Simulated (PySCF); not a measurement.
H4PSi (SMILES [SiH2]P), doublet, at a GFN2-xTB geometry; HF/6-31G** run with PySCF.

The PySCF input:
```python
from pyscf import gto, scf

mol = gto.M(
    atom='''
Si   -1.049115   -0.400520    0.018855
P     1.013737    0.419565   -0.016778
H    -1.748049    0.068514    1.219705
H    -1.781345    0.046112   -1.170663
H     1.525748   -0.405254    0.970068
H     1.485195   -0.395553   -1.031410
''',
    basis='6-31g**',
    charge=0,
    spin=1,
    verbose=4,
)

mf = scf.UHF(mol)
mf.conv_tol = 1e-7
mf.kernel()
mf.analyze()
```

Output, abridged:

```
PySCF version 2.14.0

[INPUT] verbose = 4
[INPUT] num. atoms = 6
[INPUT] num. electrons = 33
[INPUT] charge = 0
[INPUT] spin (= nelec alpha-beta = 2S) = 1
[INPUT] symmetry False subgroup None
[INPUT] Mole.unit = angstrom
[INPUT] Symbol           X                Y                Z      unit          X                Y                Z       unit  Magmom
[...]
nuclear repulsion = 83.3082202382821
number of shells = 28
number of NR pGTOs = 130
number of NR cGTOs = 56
basis = 6-31g**
ecp = {}

******** <class 'pyscf.scf.uhf.UHF'> ********
method = UHF
initial guess = minao
damping factor = 0
level_shift factor = 0
DIIS = <class 'pyscf.scf.diis.CDIIS'>
diis_start_cycle = 1
diis_space = 8
diis_damp = 0
SCF conv_tol = 1e-07
SCF conv_tol_grad = None
SCF max_cycles = 50
direct_scf = True
direct_scf_tol = 1e-13
number electrons alpha = 17  beta = 16
Set gradient conv threshold to 0.000316228
init E= -631.728194483904

cycle= 1 E= -631.886838259397  delta_E= -0.159  |g|= 0.159  |ddm|= 1.46
cycle= 2 E= -631.917406789214  delta_E= -0.0306  |g|= 0.0519  |ddm|= 0.343
cycle= 3 E= -631.921944794413  delta_E= -0.00454  |g|= 0.0194  |ddm|= 0.135
cycle= 4 E= -631.922786015132  delta_E= -0.000841  |g|= 0.0068  |ddm|= 0.0688
cycle= 5 E= -631.922932400633  delta_E= -0.000146  |g|= 0.00294  |ddm|= 0.0262
cycle= 6 E= -631.922961633501  delta_E= -2.92e-05  |g|= 0.00139  |ddm|= 0.0117
cycle= 7 E= -631.922969227856  delta_E= -7.59e-06  |g|= 0.000669  |ddm|= 0.0064
cycle= 8 E= -631.922971221187  delta_E= -1.99e-06  |g|= 0.000274  |ddm|= 0.00416
cycle= 9 E= -631.922971550402  delta_E= -3.29e-07  |g|= 0.000101  |ddm|= 0.00188
cycle= 10 E= -631.922971590655  delta_E= -4.03e-08  |g|= 3.4e-05  |ddm|= 0.000701
Extra cycle  E= -631.922971592957  delta_E= -2.3e-09  |g|= 2.18e-05  |ddm|= 9.39e-05
converged SCF energy = -631.922971592957  <S^2> = 0.75653493  2S+1 = 2.0065243
**** SCF Summaries ****
Total Energy =                        -631.922971592956742
Nuclear Repulsion Energy =              83.308220238282075
One-electron Energy =                -1041.047923473931178
Two-electron Energy =                  325.816731642692389
Two-electron Coulomb Energy =          370.288494489563902
DFT Exchange-Correlation Energy =      -44.471762846871513
**** MO energy ****
                             alpha | beta                alpha | beta
[...]
To work with the spin densities directly, `use mulliken_meta_spin()` only printing them here.

[...]
spin_pop of  0 Si 4px      -0.00017
spin_pop of  0 Si 4py      -0.00074
spin_pop of  0 Si 4pz      -0.00018
spin_pop of  0 Si 3dxy     -0.00058
spin_pop of  0 Si 3dyz     -0.00083
spin_pop of  0 Si 3dz^2     0.00035
spin_pop of  0 Si 3dxz     -0.00002
spin_pop of  0 Si 3dx2-y2    0.00055
spin_pop of  1 P 1s        0.00000
spin_pop of  1 P 2s        0.00009
spin_pop of  1 P 3s        0.00347
spin_pop of  1 P 4s        0.00078
spin_pop of  1 P 2px       0.00000
spin_pop of  1 P 2py       0.00000
spin_pop of  1 P 2pz      -0.00000
spin_pop of  1 P 3px       0.02965
spin_pop of  1 P 3py       0.02544
spin_pop of  1 P 3pz      -0.00383
spin_pop of  1 P 4px      -0.00005
spin_pop of  1 P 4py       0.00099
spin_pop of  1 P 4pz       0.00019
spin_pop of  1 P 3dxy     -0.00092
spin_pop of  1 P 3dyz      0.00010
spin_pop of  1 P 3dz^2    -0.00037
spin_pop of  1 P 3dxz      0.00004
spin_pop of  1 P 3dx2-y2    0.00037
spin_pop of  2 H 1s       -0.00298
spin_pop of  2 H 2s        0.00015
spin_pop of  2 H 2px      -0.00003
spin_pop of  2 H 2py      -0.00014
spin_pop of  2 H 2pz      -0.00005
spin_pop of  3 H 1s       -0.00333
spin_pop of  3 H 2s        0.00015
spin_pop of  3 H 2px      -0.00003
spin_pop of  3 H 2py      -0.00013
spin_pop of  3 H 2pz      -0.00006
spin_pop of  4 H 1s        0.00593
spin_pop of  4 H 2s        0.00006
spin_pop of  4 H 2px       0.00002
spin_pop of  4 H 2py      -0.00007
spin_pop of  4 H 2pz       0.00002
spin_pop of  5 H 1s        0.00537
spin_pop of  5 H 2s        0.00006
spin_pop of  5 H 2px       0.00002
spin_pop of  5 H 2py      -0.00007
spin_pop of  5 H 2pz       0.00002
 ** Mulliken Spin Density (per atom)  **
spin density of  0 Si =      0.93915
spin density of  1 P =      0.05596
spin density of  2 H =     -0.00305
spin density of  3 H =     -0.00340
spin density of  4 H =      0.00595
spin density of  5 H =      0.00539
 ** Mulliken pop alpha/beta on meta-lowdin orthogonal AOs **
 ** Mulliken pop       alpha | beta **
In total            17.00000 | 16.00000
 ** Mulliken atomic charges   ( Nelec_alpha | Nelec_beta ) **
charge of  0Si =      0.30173  (     7.31871      6.37956 )
charge of  1P =     -0.05430  (     7.55513      7.49917 )
charge of  2H =     -0.10693  (     0.55194      0.55499 )
charge of  3H =     -0.10675  (     0.55167      0.55507 )
charge of  4H =     -0.01682  (     0.51138      0.50543 )
charge of  5H =     -0.01693  (     0.51116      0.50577 )
Dipole moment(X, Y, Z, Debye): -0.07223, -1.00578, -0.00102
```
